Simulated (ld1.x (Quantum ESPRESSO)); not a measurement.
# Configuration tests for K (Z = 19) (TM)

| Item | Value |
| --- | --- |
| Element | K (Z = 19) |
| Generator | ld1.x (Quantum ESPRESSO) 7.5 |
| Type | norm-conserving Troullier–Martins (Kleinman–Bylander form) |
| Functional | BLYP |
| Relativity | scalar-relativistic |
| Frozen core | [Ne] |
| Valence charge | 9 |
| Reference configuration | 3s2 3p6 3d0 4s0.5 4p0 (charge +0.5) |
| Partial waves | 3s (bound): rc 1.65 bohr; 3d (bound, empty): rc 4.20 bohr; 3p (bound): rc 1.60 bohr |
| Local potential | the p channel |
| Core correction | none |

Occupied shells without a wave of their own: 4s. They enter only through the test configuration that unscreens the potential.

Energies are relative to the spin-unpolarised reference configuration 3s2 3p6 3d0 4s0.5 4p0; without spin polarisation the order of configurations can differ from experiment. Not all tests gave a result: 1 of 7 tests not solved or not reliable. Left out of the table: 3s2 3p6 3d0.5 4s0.5 4p0 (pseudo-atom not self-consistent, printed error +1.8 meV).

```
valence configuration  charge  ΔE all-electron (eV)  error AE − PS (meV)
  3s2 3p6 3d0 4s1 4p0       0                -1.636                  +21
  3s2 3p6 3d0 4s0 4p0      +1                 2.724                  -35
  3s2 3p6 3d0 4s0 4p1       0                 0.013                  -20
  3s2 3p5 3d0 4s1 4p0      +1                23.073                  +95
  3s1 3p6 3d0 4s1 4p0      +1                40.089                  +70
```

(1) What are ΔE and the potential's error for 3s2 3p6 3d1 4s0 4p0?

Answers

(1) ΔE = 0.902 eV all-electron; the error (AE − PS) is -20 meV.

ld1.x printed “convergence not achieved” for 6 of the counted tests; their residual had stalled under 1e-8, short of the target of 1e-14.
